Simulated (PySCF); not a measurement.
trifluoro(fluorosilyl)silane (F₄H₂Si₂), SMILES F[Si](F)([SiH2]F)F. Atoms are numbered in the order given.

```xyz
8

Si     0.6037    -1.4920     0.0000
F     -0.7619    -2.3795     0.0000
Si    -0.0167     0.7432     0.0000
F     -0.8821     1.1392     1.2969
F     -0.8821     1.1392    -1.2969
F      1.3042     1.6656     0.0000
H      1.3889    -1.7984     1.2225
H      1.3889    -1.7984    -1.2225
```
Charge 0, spin multiplicity 1.

The structure is a stationary point at ωB97X-D3(BJ)/def2-SVP. Other conformers were not sampled.

Level of theory: PBE/pcSseg-1 run with PySCF.

GIAO shieldings, no solvent; atoms alike by connectivity are averaged. δ = σ(ref) − σ: ²⁹Si against TMS (σ = 335.4 ppm); ¹⁹F against CFCl3 (σ = 133.6 ppm); ¹H against TMS (σ = 31.49 ppm), references at their B3LYP-D3(BJ)/def2-TZVP geometries, non-relativistic.

```csv
nucleus,atoms,count,δ (ppm)
²⁹Si,Si1,1,-8.5
²⁹Si,Si3,1,-49.0
¹⁹F,"F4, F5, F6",3,-145.0
¹⁹F,F2,1,-295.6
¹H,"H7, H8",2,5.75
```
